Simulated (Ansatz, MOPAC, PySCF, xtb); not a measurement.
Isomers of C2H6BF: 1 is CB(C)F, 2 is CCBF; one conformer of each (the lowest of an xTB search), B3LYP-D3(BJ)/def2-TZVP minima.
Isomer 1 (charge 0, multiplicity 1):
```xyz
10

C     -1.3739    -0.2416    -0.0810
B      0.0377    -0.0171     0.5556
C      1.3520     0.2517    -0.2498
F      0.1277    -0.0581     1.8944
H     -1.3234    -0.6999    -1.0705
H     -2.0414    -0.8234     0.5566
H     -1.8431     0.7407    -0.2227
H      1.1711     0.7788    -1.1886
H      2.1057     0.7871     0.3296
H      1.7876    -0.7181    -0.5236
```
Isomer 2 (charge 0, multiplicity 1):
```xyz
10

C     -1.1594     0.4009    -0.1040
C      0.0630    -0.3365     0.4497
B      1.3915    -0.1493    -0.3453
F      2.4918    -0.7742     0.0726
H     -0.9887     1.4788    -0.1376
H     -1.3879     0.0784    -1.1217
H     -2.0479     0.2262     0.5049
H      0.2579    -0.0369     1.4886
H     -0.1327    -1.4152     0.5187
H      1.5124     0.5277    -1.3259
```

No zero-point or thermal terms.

Rows in 6-31G* carry no dispersion term and start afresh at each structure (6-31G* with six Cartesian d functions). MP2/6-31G* freezes PySCF's default core. The state that PM3 reach isn't checked.

Codes used: Ansatz (an electronic-structure program); MOPAC for PM3 (differences of heats of formation); PySCF for 6-31G* rows, the dispersion terms; xtb for the GFN methods. 

Task: One of these levels gives 23.34 kcal/mol for the electronic energy of isomer 2 less that of isomer 1. Which?
A) PM3
B) BHLYP-D3(BJ)/def2-TZVPP
C) MP2/6-31G*
D) GFN1-xTB

Result: D, GFN1-xTB. The others give 17.18 (PM3), 15.49 (BHLYP-D3(BJ)/def2-TZVPP), 14.01 (MP2/6-31G*)
